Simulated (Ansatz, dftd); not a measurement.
System: BNH3Br, charge 0, singlet. BNH3Br (SMILES BrBN).
B3LYP-D3(BJ)/def2-TZVP minimum from Ansatz (a first-principles code):
```
B
N 1 1.3817
H 2 1.0068 1 122.13
H 2 1.0073 3 114.43 1 -180.00
H 1 1.1846 2 122.15 3 0.00
Br 1 1.9441 5 118.22 2 180.00
```
Charge 0, spin multiplicity 1.

Wanted: atomisation energy (electronic, to ground-state atoms), in kcal/mol. Open shells are spin-unrestricted; no spin-orbit coupling. Cores are frozen in correlated methods (noble-gas shells, and filled d and f shells in the p block). No relativity. CBS(X,Y): correlation extrapolated as X^-3, Hartree-Fock from the larger set (Q,5: extrapolated as (X+1)exp(-9√X)). A bracket is a step between two methods taken in the basis named. Double hybrids freeze cores in their MP2 part. For partners of very few electrons the exact lower level stands in for a higher one. Spin-orbit terms, left out, reach several kcal/mol for Br and I, and more for heavier atoms.

| level | program | atomisation energy (kcal/mol) | difference against the last row |
|---|---|---|---|
| HF/cc-pVDZ | Ansatz | 358.1 | -140.7 |
| r2SCAN/def2-TZVPD | Ansatz | 502.7 | 3.9 |
| B3LYP-D4/def2-TZVPD | Ansatz + dftd4 | 503.6 | 4.8 |
| PBE0/def2-TZVPD | Ansatz | 501.9 | 3.1 |
| r2SCANh/def2-TZVPD | Ansatz | 499.5 | 0.7 |
| wB97X-V/def2-TZVPD | Ansatz | 502.2 | 3.4 |
| B2PLYP-D3(BJ)/def2-TZVPD | Ansatz + dftd3 | 498.2 | -0.6 |
| B2GP-PLYP-D3(BJ)/def2-TZVPD | Ansatz + dftd3 | 496.3 | -2.5 |
| B2GP-PLYP/def2-TZVPD | Ansatz | 494.6 | -4.2 |
| MP2/CBS(cc-pVTZ,cc-pVQZ) | Ansatz | 508.6 | 9.8 |
| CCSD/cc-pVDZ | Ansatz | 452.0 | -46.8 |
| CCSDT(Q)/cc-pVDZ | Ansatz | 457.5 | -41.3 |
| CCSDT(Q)/cc-pVTZ | Ansatz | 484.4 | -14.4 |
| CCSD(T)/CBS(cc-pVQZ,cc-pV5Z) + [CCSDT(Q) - CCSD(T)]/cc-pVTZ | Ansatz | 498.8 | 0.0 |
